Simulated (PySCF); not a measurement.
Species: C₁₀H₈.
Cartesian coordinates in Å at the GFN2-xTB level; atoms count from 1:
```xyz
18
C10H8 angstrom
C      3.536   -0.797   -0.180
C      2.345   -0.717   -0.046
C      0.957   -0.598    0.142
C     -0.010   -1.299   -0.478
C     -1.372   -0.780   -0.093
C     -1.481    0.220   -1.221
C     -1.014    1.411   -0.843
C     -0.658    1.402    0.576
C      0.367    0.356    1.094
C     -1.106    0.084    1.141
H      4.574   -0.876   -0.308
H      0.134   -2.035   -1.250
H     -2.167   -1.518   -0.020
H     -1.778   -0.072   -2.213
H     -0.900    2.280   -1.467
H     -0.698    2.322    1.141
H      0.939    0.652    1.961
H     -1.676   -0.028    2.049
```

Definitions: NICS(0) = −σiso at the ring centroid; NICS(1) = −σiso and NICS(1)zz = −σzz at ±1 Å along the ring normal z. Level: GIAO PBE0/pcSseg-1 (PySCF, non-relativistic, gas phase) on the GFN2-xTB geometry, one conformer.

Ring bond lengths (Å), with Mayer bond orders in brackets: C3–C4 1.346 (1.67), C4–C5 1.507 (1.01), C5–C10 1.529 (0.99), C10–C9 1.499 (0.92), C9–C3 1.471 (1.04); C5–C6 1.512 (0.97), C6–C7 1.334 (1.77), C7–C8 1.463 (1.05), C8–C10 1.502 (0.90), C10–C5 1.529 (0.99); C8–C9 1.553 (0.85), C9–C10 1.499 (0.92), C10–C8 1.502 (0.90).

Question: Give the NICS values of each ring in ppm.

Answer: 
```tsv
ring	type	NICS(0)	NICS(1), two faces	NICS(1)zz, two faces	rms pucker (Å)	centre to ring atoms, mean (Å)
C3–C4–C5–C10–C9	5-membered carbocycle; formal bonds 1 double, 4 single	-8.8	-4.0 / -10.4	-6.8 / -11.3	0.08	1.25
C5–C6–C7–C8–C10	5-membered carbocycle; formal bonds 1 double, 4 single	-8.4	-10.5 / -4.0	-13.9 / -8.1	0.08	1.24
C8–C9–C10	3-membered carbocycle; formal bonds all single	-43.1	-8.1 / -11.1	-24.8 / -16.3	0.00	0.88
```

Question: What do they say, and how far can they be read as aromaticity?

Answer: 
- C3–C4–C5–C10–C9: mean NICS(1)zz -9.1 ppm, shielded. C5, C9, C10 have four or more neighbours, and the NICS criterion for π rings isn't applied. The two faces differ by 4.5 ppm, so no symmetry operation interchanges them.
- C5–C6–C7–C8–C10: mean NICS(1)zz -11.0 ppm, shielded. C5, C8, C10 have four or more neighbours; no verdict on aromaticity is drawn. The two faces differ by 5.8 ppm, so no symmetry operation interchanges them.
- C8–C9–C10: mean NICS(1)zz -20.5 ppm, shielded. C8, C9, C10 have four or more neighbours, and the NICS criterion for π rings isn't applied. The two faces differ by 8.5 ppm, so no symmetry operation interchanges them. NICS(0) lies 34 ppm below the mean NICS(1).

Question: At the second NICS(1) probe listed for ring C5–C6–C7–C8–C10, 1 Å off the ring, what do the in-plane components average?

Answer: The isotropic value is a third of the trace: (3 × -4.0 − (-8.1))/2 = -2.0 ppm.

Question: Give the inner angles of the rings and the Hirshfeld charges of the ring atoms.

Answer: 
- C3–C4–C5–C10–C9: C3 110.4° (-0.007 e), C4 110.6° (-0.033 e), C5 104.1° (-0.024 e), C10 104.4° (-0.037 e), C9 107.2° (-0.037 e); sum 536.7° against 540° for a flat convex ring.
- C5–C6–C7–C8–C10: C5 103.9° (-0.024 e), C6 110.7° (-0.050 e), C7 110.8° (-0.057 e), C8 107.3° (-0.041 e), C10 104.2° (-0.037 e); sum 536.9° against 540° for a flat convex ring.
- C8–C9–C10: C8 58.7° (-0.041 e), C9 58.9° (-0.037 e), C10 62.3° (-0.037 e); sum 180.0° against 180° for a flat convex ring.

Question: How shielded are the nuclei of the rings and their hydrogens (means over atoms taken as equivalent)?

Answer: 
| atoms | environment | σ isotropic (ppm) | principal values of the symmetric part, first atom (ppm) |
| --- | --- | --- | --- |
| C3 | fully substituted alkene carbon | 69.6 | -10.6, 69.7, 149.6 |
| C4 | alkene CH carbon | 42.0 | -54.7, 33.8, 147.0 |
| C5 | sp3 carbon at a ring junction | 130.0 | 114.7, 131.8, 143.5 |
| C6 | alkene CH carbon | 51.4 | -40.8, 41.0, 153.9 |
| C7 | alkene CH carbon | 58.7 | -31.2, 53.7, 153.6 |
| C8 | sp3 carbon at a ring junction | 141.9 | 99.4, 146.6, 179.9 |
| C9 | sp3 carbon at a ring junction | 137.3 | 96.2, 136.1, 179.4 |
| C10 | sp3 carbon at a ring junction | 135.7 | 93.0, 128.2, 186.0 |
| H12 | vinylic hydrogen | 25.50 | 22.7, 25.2, 28.6 |
| H13 | methine hydrogen | 28.65 | 24.1, 25.2, 36.7 |
| H14 | vinylic hydrogen | 25.84 | 22.6, 26.2, 28.7 |
| H15 | vinylic hydrogen | 26.36 | 23.6, 26.1, 29.4 |
| H16 | methine hydrogen | 28.72 | 22.5, 26.6, 37.1 |
| H17 | methine hydrogen | 28.60 | 22.4, 27.4, 35.9 |

The list is cut; further classes of hydrogen are left out.
